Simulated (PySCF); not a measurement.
# CrI2 at several levels of theory

All levels use the PBE0 minimum (quintet; Cr–I 2.536 Å (×2); I–Cr–I 180.0°), basis [Cr def2-TZVP, I def2-TZVP with ECP28], scalar-relativistic core potentials, density fitting, no spin–orbit coupling, PySCF. For vertical energies the ionised species is a quartet (spins chosen at PBE0 and kept) and the electron-attached one a sextet. Atomisation goes to high-spin ground-configuration atoms, without zero-point energy. Open shells are unrestricted, also as the reference of the correlated levels. A dash marks a value that was not computed or is not defined at that level.

```csv
level,atomisation (kJ/mol),vertical IP (eV),vertical EA (eV),−ε(HOMO) (eV)
PBE0,511,8.92,2.99,7.20
HF,369,10.47,1.97,9.92
MP2,489,8.66,3.36,–
PBE,543,8.28,2.73,5.58
r2SCAN,529,8.55,2.89,6.00
B3LYP,508,–,–,6.90
```

Spin contamination in at least one species weakens the values at: PBE0, HF, MP2, PBE, r2SCAN.

Without diffuse functions attachment energies tend to come out too low.

Other spin states or occupations of the open shell can lie lower. No spin–orbit coupling is included, which matters more the heavier the element.
